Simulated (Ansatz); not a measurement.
H2MgS (SMILES [MgH][SH]) moved off its minimum; all values from Ansatz (a first-principles code), cores frozen in correlated methods.
(charge 0, multiplicity 1)
```xyz
4

Mg    -0.67085    -0.44952    -0.88544
H     -1.62284    -1.23619    -2.10622
S      0.57131     0.53974     0.63598
H      0.67102    -0.57297     1.38357
```

Forces at PBE/def2-TZVPP (eV/Å):

```json
[
 {"atom": "Mg1", "Fx": "-0.858", "Fy": "-0.729", "Fz": "-1.075"},
 {"atom": "H2", "Fx": "0.134", "Fy": "0.130", "Fz": "0.184"},
 {"atom": "S3", "Fx": "0.713", "Fy": "0.827", "Fz": "0.753"},
 {"atom": "H4", "Fx": "0.011", "Fy": "-0.228", "Fz": "0.138"}
]
```

Q: Give the forces (eV/Å), the total energy and the dipole at CCSD(T)/def2-TZVPPD.

A: 
| atom | Fx | Fy | Fz |
|---|---|---|---|
| Mg1 | -0.946 | -0.792 | -1.191 |
| H2 | 0.168 | 0.156 | 0.229 |
| S3 | 0.784 | 0.602 | 0.989 |
| H4 | -0.006 | 0.034 | -0.028 |
Energy -598.6053 hartree, dipole 0.82 D.
